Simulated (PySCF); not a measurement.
PySCF input for Hf(Cl)2(Me)2 (C2H6Cl2Hf), SMILES [Hf]([Cl])([Cl])([CH3])[CH3], multiplicity 1, IEF-PCM-ωB97X/def2-SVP. Geometry: PBE0-D3(BJ)/def2-SVP. The multiplicity is an assumed one; other spin states were not compared. The def2 effective core potentials stand for the cores of Hf; spin–orbit coupling is left out.

```python
import numpy as np
from pyscf import gto, scf, dft
from pyscf.solvent import pcm

mol = gto.M(
    atom='''
    Hf    0.00000000   -0.00000000   -0.11347962
    Cl   -2.03748658    0.00000000    1.06823015
    Cl    2.03748657    0.00000000    1.06823015
    C    -0.00000000   -1.70516844   -1.47900074
    H    -0.89326568   -1.68462716   -2.12966240
    H     0.89326568   -1.68462716   -2.12966239
    H    -0.00000000   -2.67028330   -0.94131690
    C     0.00000000    1.70516844   -1.47900074
    H    -0.00000001    2.67028331   -0.94131690
    H     0.89326568    1.68462715   -2.12966239
    H    -0.89326568    1.68462716   -2.12966240
    ''',
    basis='def2-SVP',
    ecp={'Hf': 'def2-svp'},
    charge=0,
    spin=0,
    max_memory=1600,
    verbose=3,
)
mf = dft.RKS(mol, xc='wb97x').density_fit(auxbasis='def2-universal-jkfit')
mf.grids.level = 3
mf.conv_tol = 1e-9
mf.max_cycle = 100
mf.kernel()
res = {}
for name, eps in {'water': 78.355, 'diethylether': 4.24, 'ethanol': 24.852}.items():
    s = mf.PCM()
    s.with_solvent.method, s.with_solvent.eps, s.with_solvent.lebedev_order = 'IEF-PCM', eps, 29
    s.kernel(mf.make_rdm1())
    res[name] = (s.e_tot, eps, s.dip_moment(), s.mo_energy, s.converged)
    print(f'{name}: electrostatic solvation free energy {(s.e_tot - mf.e_tot) * 627.509474:.3f} kcal/mol')
```

Log of the run:

```
converged SCF energy = -1048.05304047397

WARN: PCM is an experimental feature. It is still in testing.
Features and APIs may be changed in the future.

converged SCF energy = -1048.06161984136
Dipole moment(X, Y, Z, Debye):  0.00000, -0.00000, -2.10537
water: electrostatic solvation free energy -5.384 kcal/mol

WARN: PCM is an experimental feature. It is still in testing.
Features and APIs may be changed in the future.

converged SCF energy = -1048.05873235348
Dipole moment(X, Y, Z, Debye):  0.00000, -0.00000, -1.99647
diethylether: electrostatic solvation free energy -3.572 kcal/mol

WARN: PCM is an experimental feature. It is still in testing.
Features and APIs may be changed in the future.

converged SCF energy = -1048.06120997184
Dipole moment(X, Y, Z, Debye):  0.00000, -0.00000, -2.09134
ethanol: electrostatic solvation free energy -5.126 kcal/mol
```

Self-consistency was reached.
